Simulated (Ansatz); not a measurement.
Reaction (substitution at a C–Cl bond): `CC(Cl)[SiH2]N` + H–F → `CC(F)[SiH2]N` + HCl

Calculated with Ansatz (gas phase, PBE0-D4/def2-TZVP geometries, no zero-point term in ΔE). CBS: MP2 limit from def2 TZ/QZ plus the TZ coupled-cluster correction, frozen cores. This one scheme is used for every species. Functionals use def2-TZVPP. Each species was taken in one conformer, which may not be the lowest.

CCSD(T)/CBS gives +42.7 kJ/mol.

(1) Another level gave +30.1 kJ/mol. Which?
A. MP2/def2-TZVPP
B. HF/def2-TZVPP
C. B2PLYP/def2-TZVPP
D. CCSD(T)/def2-TZVPP

Largest T1 diagnostic among the species: 0.011.

Answers

(1) C. B2PLYP 30.1, HF/def2-TZVPP 17.4, CCSD(T)/def2-TZVPP 37.1, MP2/def2-TZVPP 50.0 kJ/mol.

The D4 term adds +9.5 kJ/mol with B3LYP and +5.1 kJ/mol with PBE0; it sums over pairs of atoms, weighted by their polarisabilities, and B3LYP, whose exchange is more repulsive, gets the larger term. From PBE to PBE0 (25 % exact exchange), in def2-TZVPP and without D4, ΔE moves by +3.4 kJ/mol. In def2-TZVPP, CCSD(T) changes the Hartree–Fock value by +19.7 kJ/mol (the triples alone add +3.7 kJ/mol) and MP2 by +32.6 kJ/mol.

B3LYP here is the variant with VWN-RPA as its local correlation; programs differ in this.
